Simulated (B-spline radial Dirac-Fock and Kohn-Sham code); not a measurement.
**Isotope-shift constants of the inner levels of Sn**

System: the free tin atom, configuration [Kr] 4d10 5s2 5p2.

Model: first-order field-shift and mass-shift constants from Dirac-Fock ground and hole states with a Fermi nucleus; the mass shift has no relativistic recoil terms. Program: a radial B-spline solver. A binding energy shifts by δE = F·δ⟨r²⟩ + (K_N + K_S)·δ(1/M); F is taken for a change of radius at fixed skin thickness and so holds the higher radial moments.

```csv
level,F (meV/fm²),K_N (meV u),K_S (meV u)
K (1s),-79.71,-16080,7752
L1 (2s),-9.237,-2463,-99.16
L2 (2p1/2),0.3775,-2290,3213
L3 (2p3/2),0.5556,-2164,2866
M1 (3s),-1.788,-492.3,-188.1
M2 (3p1/2),0.1030,-422.0,405.4
M3 (3p3/2),0.1421,-398.4,317.5
M4 (3d3/2),0.1261,-275.3,332.9
M5 (3d5/2),0.1236,-270.6,322.7
```

Line shifts in meV from A = 120 (mass 119.9022 u, rms radius 4.6519 fm); radii from Angeli and Marinova (2013).

| A | mass (u) | radius (fm) | Kα1 | Kα2 | Kβ1 | Lα1 |
| --- | --- | --- | --- | --- | --- | --- |
| 108 | 107.9119 | 4.5605 | +59.22 | +58.87 | +59.60 | +0.24 |
| 109 | 108.9113 | 4.5679 | ? | ? | ? | ? |
| 111 | 110.9077 | 4.5836 | +44.53 | +44.27 | +44.80 | +0.17 |
| 113 | 112.9052 | 4.6015 | +32.77 | +32.57 | +32.98 | +0.13 |
| 119 | 118.9033 | 4.6438 | +5.41 | +5.38 | +5.44 | +0.01 |
| 121 | 120.9042 | 4.6566 | -2.89 | -2.86 | -2.92 | -0.03 |
| 123 | 122.9057 | 4.6665 | -9.08 | -9.01 | -9.18 | -0.07 |
| 125 | 124.9078 | 4.6765 | -15.40 | -15.29 | -15.57 | -0.12 |
| 127 | 126.9104 | 4.6867 | -21.93 | -21.77 | -22.16 | -0.16 |
| 130 | 129.9140 | 4.7019 | -31.74 | -31.51 | -32.05 | -0.22 |

Q: What are the shifts for A = 109?

A: Kα1 +54.57 meV (field +62.16, mass -7.60); Kα2 +54.24 meV (field +62.03, mass -7.78); Kβ1 +54.91 meV (field +61.84, mass -6.94); Lα1 +0.21 meV (field -0.33, mass +0.55).

Values without a named source are computed, but for edge energies of neutral atoms, which are taken from tables.
